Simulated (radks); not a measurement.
All-electron atom: the hafnium ion Hf66+ in [He] 2s2 2p2. Calculated with a radial shooting solver on a logarithmic mesh with Libxc functionals: non-relativistic Kohn-Sham, TPSS, spin-polarised, spherical densities, point nucleus; open shells are filled with parallel spins first (spin-orbit coupling, left out, can overturn this in heavy ions); meta-GGA in the generalised Kohn-Sham scheme; relativity is left out, which matters for an element this heavy.

Unscreened Slater integrals over Kohn-Sham orbitals (cm^-1). They are taken over the spin-up orbitals.

integral     value
F0(2p,2p)  2764000
F2(2p,2p)  1333300
F0(2p,2s)  2481800
G1(2p,2s)  1364900
F0(2p,1s)  3708800
G1(2p,1s)   750000
F0(2s,2s)  2309900
F0(2s,1s)  3226000
G0(2s,1s)   330270
F0(1s,1s)  9807500

Derived for the open shells (J is the average intra-shell exchange parameter used in DFT+U). 2p: J = F2/5 = 266700 cm^-1.
